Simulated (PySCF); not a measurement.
Computed with PySCF with TPSSh-D3(BJ)/def2-TZVP // TPSS-D3(BJ)/def2-SVP. Isolated molecules, 0 K electronic values unless said otherwise. One relaxed conformer stands for a flexible species; it need not be the lowest. 

Reference species: [W(OH)6] (neutral, multiplicity 1).

```json
{
 "mean_distance_from_the_central_atom_to_its_bonded_neighbours": "1.936 Å",
 "charge on the central atom (Mulliken)": "1.50 e",
 "HOMO–LUMO gap": "4.73 eV",
 "coordination_number": "6"
}
```

After one change: the mean distance from the central atom to its bonded neighbours falls by 0.078 Å; the charge on the central atom (Mulliken) goes up by 0.24 e; the HOMO–LUMO gap goes up by 1.73 eV; the coordination number stays essentially unchanged.

Which change was made? The new species is one of these.
A) [W(F)5(OH)]
B) [W(F)(OH)5]
C) [W(F)4(OH)2]
D) [W(F)6]

D, [W(F)6]
